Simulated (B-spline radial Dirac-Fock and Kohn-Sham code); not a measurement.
X-ray form factors of lutetium in several charge states

Level of theory: configuration-average Dirac-Fock orbitals; an atomic code on a B-spline grid.

Configurations: Lu⁶¹⁺ [He] 2s2 2p6; Lu⁶³⁺ [He] 2s2 2p4; Lu⁶⁴⁺ [He] 2s2 2p3; Lu⁶⁵⁺ [He] 2s2 2p2; Lu⁶⁶⁺ [He] 2s2 2p1; Lu⁶⁷⁺ [He] 2s2. The first column is f₀ of Lu⁶¹⁺, the others are differences from it.

```
s (Å⁻¹)   Lu⁶¹⁺  Δ Lu⁶³⁺  Δ Lu⁶⁴⁺  Δ Lu⁶⁵⁺  Δ Lu⁶⁶⁺  Δ Lu⁶⁷⁺
      0  10.000   -2.000   -3.000   -4.000   -5.000   -6.000
   0.05   9.999   -2.000   -3.000   -4.000   -4.999   -5.999
    0.1   9.996   -1.999   -2.999   -3.998   -4.998   -5.997
   0.15   9.991   -1.998   -2.997   -3.996   -4.995   -5.994
    0.2   9.984   -1.996   -2.994   -3.992   -4.991   -5.989
   0.25   9.976   -1.994   -2.991   -3.988   -4.985   -5.983
    0.3   9.965   -1.991   -2.987   -3.983   -4.979   -5.975
   0.35   9.952   -1.988   -2.982   -3.977   -4.971   -5.966
    0.4   9.938   -1.984   -2.977   -3.970   -4.963   -5.956
   0.45   9.921   -1.980   -2.971   -3.962   -4.953   -5.944
    0.5   9.903   -1.976   -2.964   -3.953   -4.942   -5.931
    0.6   9.860   -1.965   -2.948   -3.932   -4.916   -5.901
    0.7   9.811   -1.953   -2.930   -3.908   -4.886   -5.865
    0.8   9.754   -1.939   -2.909   -3.880   -4.852   -5.825
    0.9   9.690   -1.923   -2.885   -3.849   -4.814   -5.779
      1   9.619   -1.905   -2.859   -3.815   -4.771   -5.729
    1.1   9.541   -1.886   -2.831   -3.777   -4.725   -5.674
    1.2   9.458   -1.865   -2.800   -3.736   -4.675   -5.614
    1.4   9.272   -1.819   -2.731   -3.646   -4.563   -5.482
    1.6   9.063   -1.767   -2.655   -3.546   -4.439   -5.335
```

Values without a named source are computed, but for edge energies of neutral atoms, which are taken from tables.
